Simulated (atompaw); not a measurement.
## Reading a pseudo-wave (Au)

Columns: radius, all-electron u(r) and pseudo u(r) of the 5d shell (level -40.66 eV) of gold in the configuration [Kr] 4d10 4f14 5s2 5p6 5d8 6s0 6p0; PBEsol, scalar-relativistic, PAW (atompaw) scheme, atompaw 4.2.0.5.

```
r (bohr)  all-electron  pseudo
   0.081        0.2743  0.0005
   0.162        0.1515  0.0043
   0.242       -0.2343  0.0140
   0.323       -0.4417  0.0324
   0.404       -0.4065  0.0612
   0.485       -0.2214  0.1013
   0.565        0.0180  0.1520
   0.646        0.2595  0.2136
   0.727        0.4704  0.2838
   0.808        0.6391  0.3597
   0.888        0.7631  0.4373
   0.969        0.8493  0.5147
   1.050        0.9016  0.5873
   1.131        0.9265  0.6514
   1.212        0.9298  0.7041
   1.292        0.9170  0.7425
   1.373        0.8921  0.7662
   1.454        0.8585  0.7743
   1.535        0.8191  0.7675
   1.615        0.7764  0.7480
   1.696        0.7311  0.7177
   1.777        0.6850  0.6799
   1.858        0.6390  0.6376
   1.938        0.5944  0.5942
   2.019        0.5505  0.5505
   2.100        0.5083  0.5083
```

(1) How many radial nodes do the two functions have?

(2) Is the pseudo-wave norm-conserving?

Results:

(1) The all-electron 5d function has n − l − 1 = 2; the pseudo-wave has 0, since the states of the same l below it are removed with the core.

(2) No, it belongs to a PAW set: the norm inside the radius is not constrained, and the difference is carried by the augmentation charge.
